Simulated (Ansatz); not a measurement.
Species: SiNH5, charge 0, singlet. SiNH5 (SMILES N[SiH3]).
B3LYP-D3(BJ)/def2-TZVP minimum from Ansatz (a program for electronic structure):
```xyz
7

Si    -0.5696     0.0696     0.0504
N      1.1309    -0.1284    -0.1512
H     -1.2484    -0.9196    -0.8181
H     -0.9182     1.4495    -0.3595
H     -1.0862    -0.1260     1.4333
H      1.5430    -1.0471    -0.1078
H      1.7680     0.5669     0.2046
```
Charge 0, spin multiplicity 1.

Quantity: atomisation energy (electronic, to ground-state atoms), in kcal/mol. UHF or UKS for unpaired electrons; spin-orbit terms are left out. CBS(X,Y): correlation extrapolated as X^-3, Hartree-Fock from the larger set (Q,5: extrapolated as (X+1)exp(-9√X)). A bracket is a step between two methods taken in the basis named. Functionals run without relativity, which enters their misses. Double hybrids freeze cores in their MP2 part. '+ core + X2C': CCSD(T) terms for core correlation (cc-pwCVTZ, 1s frozen past Ne) and scalar relativity (cc-pVTZ-DK). Where a partner has so few electrons that a lower coupled-cluster level is exact, that level stands in.

CCSD(T)/CBS(cc-pV(Q+d)Z,cc-pV(5+d)Z) + [CCSDT(Q) - CCSD(T)]/cc-pV(T+d)Z + core + X2C (Ansatz) gives 517.6 kcal/mol.

Q: What does PBE/def2-TZVPD (Ansatz) give here, and how do the other levels compare?

A: PBE gives 512.7 kcal/mol, 4.9 kcal/mol below it. Differences of the others: r2SCAN/def2-TZVPD (Ansatz) -5.7; B3LYP/def2-TZVPD (Ansatz) -1.2; PBE0/def2-TZVPD (Ansatz) -9.7; wB97M-V/def2-TZVPD (Ansatz) 1.1; B2PLYP/def2-TZVPD (Ansatz) -7.5; CCSD(T)/CBS(cc-pV(Q+d)Z,cc-pV(5+d)Z) + core + X2C (Ansatz) 0.0 kcal/mol. Nearer than PBE: B3LYP/def2-TZVPD, wB97M-V/def2-TZVPD, CCSD(T)/CBS(cc-pV(Q+d)Z,cc-pV(5+d)Z) + core + X2C.
